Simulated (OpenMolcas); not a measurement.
# How methods differ on InCl3 (SMILES [Cl][In]([Cl])[Cl])

The species is InCl3 (4 atoms), meant as a singlet with charge 0. As SMILES, `[Cl][In]([Cl])[Cl]`. Geometry: relaxed at PBE0-D4/def2-TZVP.

Quantity: the vertical energy of the triplet above the singlet, in eV. The values are calculated.

```json
{"level": "HF/def2-SVP (core potential)", "kind": "Hartree–Fock", "program": "OpenMolcas", "value (eV)": "6.74", "CPU time (all runs)": "22 s"}
{"level": "BLYP/def2-SVP (core potential)", "kind": "GGA", "program": "OpenMolcas", "value (eV)": "?", "CPU time (all runs)": "52 s"}
{"level": "PBE/def2-SVP (core potential)", "kind": "GGA", "program": "OpenMolcas", "value (eV)": "4.25", "CPU time (all runs)": "72 s"}
{"level": "revPBE/def2-SVP (core potential)", "kind": "GGA", "program": "OpenMolcas", "value (eV)": "?", "CPU time (all runs)": "85 s"}
{"level": "M06-L/def2-SVP (core potential)", "kind": "meta-GGA", "program": "OpenMolcas", "value (eV)": "4.77", "CPU time (all runs)": "91 s"}
{"level": "r2SCAN/def2-SVP (core potential)", "kind": "meta-GGA", "program": "OpenMolcas", "value (eV)": "4.64", "CPU time (all runs)": "91 s"}
{"level": "M06-2X/def2-SVP (core potential)", "kind": "hybrid meta-GGA", "program": "OpenMolcas", "value (eV)": "5.68", "CPU time (all runs)": "2.7 min"}
{"level": "PBE0/def2-SVP (core potential)", "kind": "global hybrid", "program": "OpenMolcas", "value (eV)": "4.91", "CPU time (all runs)": "48 s"}
```

**Question.** Estimate what the levels marked ? give.

**Answer.** As computed at these levels: BLYP/def2-SVP (core potential): 4.15 eV; revPBE/def2-SVP (core potential): 4.36 eV. Spin-orbit coupling, which can split open shells on such heavy atoms by tenths of an eV, is left out. The values span 4.15 to 6.74 eV. CPU times are rough (shared hosts, several kinds of processor): they show what a rung costs within a factor of a few.
